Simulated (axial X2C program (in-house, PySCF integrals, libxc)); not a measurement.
Ionising CrSi

Computed with an in-house relativistic program for diatomic molecules, spin-free (one-electron X2C) or two-component (2c: spin–orbit coupling with atomic mean-field Coulomb and Gaunt terms, which also bring small scalar terms), in Dyall basis sets with cores contracted in-house; open shells are unrestricted.

Basis sets: Cr dyall-cv3z, Si dyall-v3z. Frozen shells (counts by l): CrSi Cr 3s2p, Si 2s1p, 10 electrons correlated; CrSi⁺ Cr 3s2p, Si 2s1p, 9 electrons correlated. Where the outer core of a metal is frozen, bonds come out longer and ionisation energies lower.

```
Hamiltonian  level      CrSi state  Re (Å)  ωe (cm⁻¹)  De (eV)
  spin-free     HF  M_S = 4, Λ = 0   2.630      236.9     0.69
  spin-free   PBE0  M_S = 4, Λ = 0   2.525      272.7     1.26
  spin-free    MP2  M_S = 4, Λ = 0   2.508      282.3     1.28
         2c   PBE0           Ω = 4   2.526      272.4     1.25
```

Adiabatic ionisation energy (minimum to minimum, no zero-point term) and constants of CrSi⁺:

```json
{"Hamiltonian": "spin-free", "level": "HF", "CrSi⁺ state": "M_S = 5/2, Λ = 0", "IE (eV)": "6.73", "Re (Å)": "2.804", "ωe (cm⁻¹)": "199.9", "De (eV)": "n/a", "fragments": "Cr+ + Si"}
{"Hamiltonian": "spin-free", "level": "PBE0", "CrSi⁺ state": "M_S = 5/2, Λ = 0", "IE (eV)": "6.67", "Re (Å)": "2.477", "ωe (cm⁻¹)": "310.6", "De (eV)": "1.63", "fragments": "Cr+ + Si"}
{"Hamiltonian": "spin-free", "level": "MP2", "CrSi⁺ state": "M_S = 5/2, Λ = 0", "IE (eV)": "6.86", "Re (Å)": "2.535", "ωe (cm⁻¹)": "253.4", "De (eV)": "0.89", "fragments": "Cr+ + Si"}
{"Hamiltonian": "2c", "level": "PBE0", "CrSi⁺ state": "Ω = 5/2", "IE (eV)": "6.67", "Re (Å)": "2.478", "ωe (cm⁻¹)": "310.1", "De (eV)": "1.63", "fragments": "Cr+ + Si"}
```

Add the zero-point terms to the ionisation energy at PBE0, 2c, and say whether the electron removed was bonding.

IE0 = IE + (ωe⁺ − ωe)/2 = 6.67 + (0.002) = 6.67 eV. Re changes by -0.048 Å, so the bond shortens, as on loss of an antibonding or a polarising non-bonding electron.

Close the cycle De(CrSi⁺) + IE(CrSi) = De(CrSi) + IE(Cr) to find the atomic ionisation energy at PBE0, 2c.

IE(Cr) = 1.63 + 6.67 − 1.25 = 7.05 eV, for the determinants used.

Each entry is the lowest single determinant of a limited PBE0 search at one distance. De goes to single-determinant-based atoms at the same level (for ions the charge split of lowest energy) and is withheld (n/a) where an atom does not fit its ground term or J level. Main or longest-lived isotopes. One determinant is a doubtful description, or other states lie close, for CrSi, CrSi⁺; these need not be ground states, and all values refer to the states named. Some open-shell Ω = 0 determinants are out of reach, so the Ω given for CrSi need not be the lowest component. With several unpaired electrons the Ω given is that of one determinant, not necessarily of the lowest component. Some light 2c atoms are not at their ground J level, so De misses part of their lowering (0.04 eV or less). The functionals have no current term, which raises determinants with orbital currents.
